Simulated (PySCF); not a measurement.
# How methods differ on the excitation energy of Cl

Cl [Ne] 3s2 3p5 (2P) → Cl [Ne] 3s1 3p6 (2S), as a difference of total energies. Calculation: PySCF 2.14, in x2c-QZVPPall with one added diffuse shell each of s, p, d, f type (10s7p5d3f1g, 86 functions); scalar relativity by spin-free X2C-1e. Correlated levels: valence and next inner shell: 1s2 frozen. The calculations carry no spin-orbit coupling.

Order these methods by the excitation energy they give, lowest first.
A. CCSD(T) (valence and next inner shell)
B. MP2 (valence and next inner shell)
C. CCSD (valence and next inner shell)
D. UHF

A (10.735 eV), C (11.910 eV), B (13.023 eV), D (15.582 eV).

Errors of the correlated levels include the incompleteness of this basis and the frozen core.

The coupled-cluster amplitudes are large for the upper state (T1 above 0.03 or a double amplitude above 0.15), so a single reference is strained.

For comparison: 10.586 eV (measured; NIST levels, between the centres of gravity of the two terms).
